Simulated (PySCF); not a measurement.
## Correlation energy of Co⁻ (cobalt, charge -1)

[Ar] 3d8 4s2, high-spin 3F determinant. Computed with PySCF 2.14 in x2c-QZVPPall with one added diffuse shell each of s, p, d, f, g type (12s8p6d5f3g, 128 functions), with scalar relativity by spin-free X2C-1e. Frozen: [Ar]; 10 electrons correlated.

MP2 pair energies summed by pair of shells (mhartree):

| pair | energy | share (%) |
| --- | --- | --- |
| 3d-3d | -306.00 | 85.7 |
| 3d-4s | -34.71 | 9.7 |
| 4s-4s | -16.48 | 4.6 |

Total MP2 correlation energy: -357.19 mhartree.

Same-spin part -129.01 and opposite-spin part -228.17 mhartree; SCS-MP2 scales them by 1/3 and 6/5 to -316.81 mhartree.
